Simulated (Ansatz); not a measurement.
Species: Ag2 (charge 0, singlet). 
Coordinates optimised at B3LYP-D3(BJ)/def2-TZVP (Ansatz, an electronic-structure program):
SMILES: [Ag][Ag]
```xyz
2

Ag     0.0000     0.0000    -1.2983
Ag     0.0000     0.0000     1.2983
```
Charge 0, spin multiplicity 1.

Basis-set convergence of Hartree-Fock and CCSD(T) correlation energies (hartree) with Ansatz. Valence correlation only, unless marked. Spin-orbit coupling is left out. The frozen core is the preceding noble-gas configuration, with the filled d and f shells of earlier blocks. In def2 rows, elements after Kr have scalar-relativistic effective core potentials.

```
basis        functions       E(HF)  E(corr, CCSD(T))  rough core time
-----------  ---------  ----------  ----------------  ---------------
def2-SVPD           68  -292.18250          -0.50174       under 20 s
def2-TZVPPD        112  -292.24904          -0.77926       under 20 s
def2-QZVPPD        176  -292.25175          -0.85065             50 s
```

Extrapolating the two largest sets (X = 3 and 4) as X^-3: E(corr) = (64·(-0.85065) - 27·(-0.77926))/37 = -0.9027 Eh, an estimate of the basis-set limit. The largest set recovers 94.2 % of it, the smallest 55.6 %.
